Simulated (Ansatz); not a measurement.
Mulliken charges of C2H3ClFGa, SMILES `F[C]1(Cl)[CH2][GaH]1` from B3LYP/def2-TZVPP in Ansatz (PBE0-D4/def2-TZVP geometry).

```
atom   x (Å)   y (Å)   z (Å)  charge (e)
  F1   1.125   0.195   1.716      -0.196
  C2   0.638  -0.167   0.508       0.174
 Cl3   1.983  -0.714  -0.551      -0.156
  C4  -0.219   0.844  -0.238      -0.278
 Ga5  -0.946  -0.984  -0.285       0.206
  H6  -0.816   1.421   0.474       0.084
  H7   0.226   1.472  -1.007       0.108
  H8  -1.898  -2.124  -0.673       0.057
```

By hand: the dipole of these point charges (1 e Å = 4.8032 D).

Σ q r = (-0.705, -0.236, -0.262) e Å, of length 0.788 e Å = 3.78 D.

How does the dipole of the full density compare? (Estimate.)

Computed: (-0.598, -0.099, -0.187) e Å, 3.05 D; the point charges give 1.24 times that, at 9° from its direction.

Point charges leave out the atoms' own dipoles, such as those of lone pairs, and Mulliken's split depends on the basis, so the two needn't agree.

B3LYP here is the variant with VWN-RPA as its local correlation; programs differ in this.
